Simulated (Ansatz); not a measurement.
Ansatz (a program for electronic structure) input (CCSD(T)/def2-SVPD):

Ansatz 0.2 input:
```yaml
crystal:
  periodic: [false, false, false]
  atoms:
    - {symbol: Zn, position_ang: [-0.35261563, -0.22042882, -0.28313080]}
    - {symbol: C, position_ang: [1.09707615, 0.68580963, 0.88089131]}
    - {symbol: H, position_ang: [1.62254981, -0.09468543, 1.42965800]}
    - {symbol: H, position_ang: [0.59808928, 1.37333936, 1.56262069]}
    - {symbol: H, position_ang: [1.77537304, 1.21935279, 0.21629743]}
basis:
  gaussian:
    orbitals: def2-SVPD
magnetization: {spin_polarized: true, initial_magnetization: 1}
correlation: {method: ccsd_t, electrons: outside_noble_gas}
output: {forces: true}
```

End of the output:

```
cycle   4  -12.25256906 eV  change   -2.9e-4 eV  update   1.6e-4
cycle   5  -12.25281432 eV  change   -2.5e-4 eV  update   4.9e-5
cycle   6  -12.25282667 eV  change   -1.2e-5 eV  update   1.3e-5
cycle   7  -12.25283309 eV  change   -6.4e-6 eV  update   5.1e-6
cycle   8  -12.25283292 eV  change    1.7e-7 eV  update   2.0e-6
cycle   9  -12.25282948 eV  change    3.4e-6 eV  update   8.0e-7
perturbative correction -0.38825088 eV, -0.0142679568 hartree
the calculation of the forces begins
Total energy: -49458.75564666 eV, -1817.5757456662 hartree
Atom 0 at    -0.352616    -0.220429    -0.283131 Å, force     0.139858     0.087429     0.112299 eV/Å
Atom 1 at     1.097076     0.685810     0.880891 Å, force    -0.668068    -0.417625    -0.536421 eV/Å
Atom 2 at     1.622550    -0.094685     1.429658 Å, force     0.284020    -0.234485     0.275179 eV/Å
Atom 3 at     0.598089     1.373339     1.562621 Å, force    -0.096610     0.310947     0.324580 eV/Å
Atom 4 at     1.775373     1.219353     0.216297 Å, force     0.340800     0.253735    -0.175636 eV/Å
Dipole moment:    -0.022765    -0.014231    -0.018279 e Å
```

The spin state was set by rule; other spins were not relaxed.
